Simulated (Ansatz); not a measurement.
Species: sum formula H2BO2 (charge -1, singlet). 
Structure (B3LYP-D3(BJ)/def2-TZVP (Ansatz, a program for electronic structure) minimum search):
```xyz
5

B      0.2717    -0.5450     0.2858
O      0.8850     0.1384    -0.7610
H      0.3290     0.9186    -1.0496
O     -0.9480    -0.0120     0.6947
H     -1.1831     0.7945     0.1512
```
Charge -1, spin multiplicity 1.

Basis-set convergence of Hartree-Fock and CCSD correlation energies (hartree) with Ansatz. Cores are frozen in the correlated levels unless marked. Spin-orbit coupling is left out. Non-relativistic. This anion needs diffuse functions, which these sets lack.

```json
[
 {"basis": "cc-pVDZ", "functions": "-", "E(HF)": "-175.55924", "E(corr, CCSD)": "-0.49299"},
 {"basis": "cc-pVTZ", "functions": "118", "E(HF)": "-175.63150", "E(corr, CCSD)": "-0.61433"},
 {"basis": "cc-pVQZ", "functions": "225", "E(HF)": "?", "E(corr, CCSD)": "?"}
]
```

### Question
What belongs in the gaps?

### Answer

- cc-pVQZ, E(HF): -175.65115
- cc-pVQZ, E(corr, CCSD): -0.65523
